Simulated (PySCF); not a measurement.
SCF from a fresh guess for quintet CoSI, at the PBE0 minimum. PySCF input:

```python
from pyscf import gto, scf, dft
mol = gto.M(atom='''
Co    -1.128962     0.000000    -0.094381
S     -3.196565     0.000000    -0.267232
I      1.329616    -0.000000     0.111156''',
    basis={'Co': 'def2-SVP', 'S': 'def2-SVP', 'I': 'def2-SVP'},
    ecp={'I': 'def2-SVP'},
    charge=0, spin=4)
mf = dft.UKS(mol, xc='PBE0')
mf.grids.atom_grid = (50, 194)
aux = {'Co': 'def2-universal-JKFIT', 'S': 'def2-universal-JKFIT', 'I': 'def2-universal-JKFIT'}
mf = mf.density_fit(auxbasis=aux)
mf.conv_tol = 1e-08
mf.diis_space = 10
mf.max_cycle = 60
mf.init_guess = 'minao'
mf.verbose = 4
mf.kernel()
```

Excerpt of the output (cycles alone):

```
init E= -2045.97253584943
cycle= 1 E= -2051.3077711326  delta_E= -5.34  |g|= 4.58  |ddm|= 7.47
cycle= 2 E= -1944.01722368215  delta_E=  107  |g|= 6.81  |ddm|= 16.6
cycle= 3 E= -2063.18377147952  delta_E= -119  |g|=  4.2  |ddm|= 15.9
cycle= 4 E= -2055.03590617169  delta_E= 8.15  |g|= 4.54  |ddm|= 12.8
cycle= 5 E= -2076.59785525197  delta_E= -21.6  |g|= 1.76  |ddm|=   12
cycle= 6 E= -2071.84705406593  delta_E= 4.75  |g|= 3.44  |ddm|= 3.99
cycle= 7 E= -2072.07630210239  delta_E= -0.229  |g|= 3.38  |ddm|= 0.171
cycle= 8 E= -2072.08732302688  delta_E= -0.011  |g|= 3.37  |ddm|= 0.0369
cycle= 9 E= -2071.90968659074  delta_E= 0.178  |g|= 3.42  |ddm|= 0.201
cycle= 10 E= -2072.29888813942  delta_E= -0.389  |g|= 3.32  |ddm|= 0.472
cycle= 11 E= -2073.68073486561  delta_E= -1.38  |g|= 2.99  |ddm|= 1.17
cycle= 12 E= -2076.33437276579  delta_E= -2.65  |g|=  1.9  |ddm|= 2.83
cycle= 13 E= -2073.73751049741  delta_E=  2.6  |g|= 2.22  |ddm|= 3.27
... 28 lines left out ...
cycle= 42 E= -2078.03583345969  delta_E= -2.87e-07  |g|= 0.000153  |ddm|= 0.00141
cycle= 43 E= -2078.03583389734  delta_E= -4.38e-07  |g|= 0.000177  |ddm|= 0.00229
cycle= 44 E= -2078.03583442343  delta_E= -5.26e-07  |g|= 0.000127  |ddm|= 0.00323
cycle= 45 E= -2078.03583551258  delta_E= -1.09e-06  |g|= 7.3e-05  |ddm|= 0.00963
cycle= 46 E= -2078.03583576083  delta_E= -2.48e-07  |g|= 5.28e-05  |ddm|= 0.00446
cycle= 47 E= -2078.0358358423  delta_E= -8.15e-08  |g|= 3.62e-05  |ddm|= 0.00265
cycle= 48 E= -2078.03583587438  delta_E= -3.21e-08  |g|= 2.68e-05  |ddm|= 0.00167
cycle= 49 E= -2078.03583588308  delta_E= -8.7e-09  |g|= 1.24e-05  |ddm|= 0.000757
Extra cycle  E= -2078.03583588294  delta_E= 1.4e-10  |g|= 4.02e-05  |ddm|= 5.51e-05
converged SCF energy = -2078.03583588294  <S^2> = 6.0147244  2S+1 = 5.0058863
```

This is not the lowest solution: all starts ended here, but a stability analysis within the same unrestricted form found one 0.1 kJ/mol lower, at -2078.03589 Eh.

Other spin states or occupations of the open shell can lie lower. Spin–orbit coupling, left out here, can matter for elements this heavy.

The search for the lowest solution, 3 starts and the stability check together, took 44 s on 2 threads of a shared Arm Neoverse N1 host, with 75 basis functions; the process peaked at 0.34 GiB. Launch command: `OMP_NUM_THREADS=2 python axn.py task.json out`.
